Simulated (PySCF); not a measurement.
Geometry:
```json
{"atom": "C1", "x (Å)": "3.336", "y (Å)": "0.089", "z (Å)": "-0.047"}
{"atom": "C2", "x (Å)": "2.031", "y (Å)": "-0.439", "z (Å)": "0.533"}
{"atom": "C3", "x (Å)": "0.817", "y (Å)": "0.174", "z (Å)": "-0.158"}
{"atom": "O4", "x (Å)": "-0.346", "y (Å)": "-0.349", "z (Å)": "0.440"}
{"atom": "C5", "x (Å)": "-1.556", "y (Å)": "0.302", "z (Å)": "0.098"}
{"atom": "C6", "x (Å)": "-2.002", "y (Å)": "-0.005", "z (Å)": "-1.335"}
{"atom": "C7", "x (Å)": "-2.600", "y (Å)": "-0.172", "z (Å)": "1.105"}
{"atom": "H8", "x (Å)": "3.400", "y (Å)": "-0.131", "z (Å)": "-1.110"}
{"atom": "H9", "x (Å)": "3.405", "y (Å)": "1.167", "z (Å)": "0.085"}
{"atom": "H10", "x (Å)": "4.184", "y (Å)": "-0.373", "z (Å)": "0.451"}
{"atom": "H11", "x (Å)": "1.973", "y (Å)": "-0.213", "z (Å)": "1.598"}
{"atom": "H12", "x (Å)": "1.981", "y (Å)": "-1.523", "z (Å)": "0.421"}
{"atom": "H13", "x (Å)": "0.845", "y (Å)": "-0.060", "z (Å)": "-1.233"}
{"atom": "H14", "x (Å)": "0.836", "y (Å)": "1.271", "z (Å)": "-0.049"}
{"atom": "H15", "x (Å)": "-1.415", "y (Å)": "1.393", "z (Å)": "0.200"}
{"atom": "H16", "x (Å)": "-2.090", "y (Å)": "-1.080", "z (Å)": "-1.469"}
{"atom": "H17", "x (Å)": "-1.288", "y (Å)": "0.382", "z (Å)": "-2.057"}
{"atom": "H18", "x (Å)": "-2.968", "y (Å)": "0.456", "z (Å)": "-1.525"}
{"atom": "H19", "x (Å)": "-2.720", "y (Å)": "-1.248", "z (Å)": "1.024"}
{"atom": "H20", "x (Å)": "-3.555", "y (Å)": "0.311", "z (Å)": "0.916"}
{"atom": "H21", "x (Å)": "-2.275", "y (Å)": "0.064", "z (Å)": "2.114"}
```

All values are calculated (PySCF): geometry: GFN2-xTB, NMR shieldings at PBE0/pcSseg-1/GIAO. One averaged value for each set of equivalent atoms, a single conformation, in vacuum, no relativistic terms.

Chemical shifts δ = σref − σ; ¹³C against TMS, all at this level.

Do the ¹³C shifts follow the atomic charges (in e)? Tabulate both.

Results:


```json
{"atoms": "C5", "hybridisation": "sp3", "δ (ppm)": "76.8", "σ para (ppm)": "-132", "Hirshfeld": "+0.05", "IAO": "+0.11", "Mulliken": "-0.06", "ESP-fitted": "+0.68"}
{"atoms": "C3", "hybridisation": "sp3", "δ (ppm)": "76.0", "σ para (ppm)": "-137", "Hirshfeld": "+0.00", "IAO": "-0.04", "Mulliken": "+0.08", "ESP-fitted": "+0.22"}
{"atoms": "C2", "hybridisation": "sp3", "δ (ppm)": "28.3", "σ para (ppm)": "-89", "Hirshfeld": "-0.07", "IAO": "-0.25", "Mulliken": "-0.27", "ESP-fitted": "+0.20"}
{"atoms": "C6/C7", "hybridisation": "sp3", "δ (ppm)": "24.0", "σ para (ppm)": "-86", "Hirshfeld": "-0.13", "IAO": "-0.43", "Mulliken": "-0.23", "ESP-fitted": "-0.63"}
{"atoms": "C1", "hybridisation": "sp3", "δ (ppm)": "11.7", "σ para (ppm)": "-71", "Hirshfeld": "-0.12", "IAO": "-0.42", "Mulliken": "-0.29", "ESP-fitted": "-0.44"}
```

Correlation coefficients of δ with charge over these carbons: Hirshfeld +0.95, IAO +0.95, Mulliken +0.94, ESP-fitted +0.81; with the paramagnetic shielding -1.00. With so few points these coefficients are fragile. Charge is one influence among several: hybridisation and low-lying excitations act through the paramagnetic term.

Shifts are as computed. Against solution values, carbons near 30 ppm lie about +3 ppm off and those near 130 ppm about +5 ppm. Of 1211 compounds with measured shifts, 218 miss one by over three times the rms of a fit or turn the order of signals round; such compounds aren't used in these exercises.
